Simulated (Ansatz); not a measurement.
A nudged elastic band was laid between two geometries of H6OW (8 atoms, charge 0, multiplicity 1).

Method: RHF/def2-SVP (Ansatz).

```
movable images  : 7
climbing image  : yes
spring          : 50.0 eV/Å²
optimiser       : quadratic models (default)
start path      : through a guess of the saddle point
force threshold : 0.05 eV/Å
iteration limit : 60
end points      : relaxed
```

First end point:

```xyz
8
Properties=species:S:1:pos:R:3
W 0.132 0.004 0.251
O 0.526 -0.226 2.027
H 0.325 -0.540 2.894
H 1.328 0.888 -0.528
H -0.296 1.592 -0.106
H -1.505 0.230 -0.082
H -0.617 -1.320 -0.475
H 1.136 -0.909 -0.743
```

Last end point:

```xyz
8
Properties=species:S:1:pos:R:3
W -0.284 -0.093 -0.393
O 0.608 0.302 1.688
H 0.359 -0.191 2.457
H 1.475 0.657 1.819
H 0.332 1.494 -0.712
H -1.771 -0.108 0.495
H 0.808 -1.407 -0.233
H -0.498 -0.935 -1.884
```

Which bonds break or form, and what moves?

Bonds broken: W1–H4. Bonds formed: O2–H4.

Give the energies along the band, and the barrier.

The forces met the threshold. The highest image is number 3 of 0 to 8, 3.31 eV above the first end and 1.74 eV above the last; the last end lies 1.57 eV above the first. Neighbouring images differ by up to 2.8 eV, so the band resolves the path poorly. The order of the point at the top wasn't checked. The orbitals stay closed-shell, which can raise the energy where a bond breaks towards radicals; this wasn't checked here.

| image | path coordinate (Å) | energy (eV) | W1–H4 (Å) | O2–H4 (Å) |
| --- | --- | --- | --- | --- |
| 0 | 0.00 | 0.00 | 1.68 | 2.90 |
| 1 | 1.00 | 0.28 | 1.67 | 2.68 |
| 2 | 2.00 | 0.49 | 1.65 | 2.25 |
| 3 | 2.99 | 3.31 | 1.77 | 1.22 |
| 4 | 3.78 | 2.18 | 2.50 | 0.95 |
| 5 | 4.56 | 1.77 | 2.77 | 0.95 |
| 6 | 5.35 | 1.68 | 2.89 | 0.95 |
| 7 | 6.13 | 1.62 | 2.89 | 0.95 |
| 8 | 6.92 | 1.57 | 2.92 | 0.95 |

What is the geometry of the highest image?


```xyz
8
Properties=species:S:1:pos:R:3
W -0.281 -0.120 0.112
O 0.449 0.055 2.020
H 1.010 -0.552 2.489
H 1.029 0.566 1.077
H -0.016 1.152 -0.944
H -1.778 0.703 -0.040
H -0.138 -1.785 -0.286
H 0.754 -0.301 -1.192
```

The run took 4.6 min on 1 thread of Arm Neoverse V1, on a shared host, peak memory 0.14 GiB.
